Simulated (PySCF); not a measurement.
CLiN, SMILES [N]([C])[Li] (connectivity only; charge and spin as stated), neutral, multiplicity 1.

Geometry optimised at PBE-D3(BJ)/def2-TZVPD.

Two levels are set side by side: PBE/def2-TZVPD (PySCF) and B3LYP/def2-TZVPD (PySCF). Same geometry, gas phase. Differences are taken from unrounded values.

```json
[
 {"quantity": "orbital gap (eV)", "B3LYP": "4.94"},
 {"quantity": "highest occupied level (eV)", "B3LYP": "-6.71"},
 {"quantity": "lowest empty level (eV)", "B3LYP": "-1.77"},
 {"quantity": "dipole moment (D)", "B3LYP": "8.87"},
 {"quantity": "mean polarisability (bohr³)", "B3LYP": "25.2"}
]
```

Question: What does PBE give, and how far is it from B3LYP? (The exact figures need the calculation; the answer reports its results.)

Answer: 
| quantity | PBE | PBE minus B3LYP |
|---|---|---|
| orbital gap (eV) | 3.44 | -1.49 |
| highest occupied level (eV) | -5.37 | 1.34 |
| lowest empty level (eV) | -1.92 | -0.15 |
| dipole moment (D) | 8.91 | 0.04 |
| mean polarisability (bohr³) | 26.6 | 1.4 |

PBE's occupied levels lie high since its potential decays too fast outside the molecule; exact exchange lowers them and widens the gap. Loosely held outer electrons make PBE densities more polarisable. Differences between two approximate levels are no errors against the true value.

Rough cost on one machine, each run with all the roots and properties that it gave: B3LYP against PBE within a factor of 2.
